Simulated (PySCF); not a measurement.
# Electron correlation in F (fluorine, neutral)

[He] 2s2 2p5, 2P determinant. All numbers are calculated (PySCF 2.14, the spin-free X2C one-electron Hamiltonian (Gaussian nucleus), in aug-cc-pCVTZ-DK with one added diffuse shell each of s, p, d, f type (8s7p5d3f, 75 functions)). Frozen: nothing; 9 electrons correlated.

```
  level  correlation energy (mhartree)
   CCSD                        -277.78
    (T)                          -4.90
CCSD(T)                        -282.68
```

Diagnostics: T1 = 0.0065, D1 = 0.0120, largest double amplitude 0.030.

Cost of the coupled-cluster step: roughly 21 core-seconds, for 9 correlated electrons.
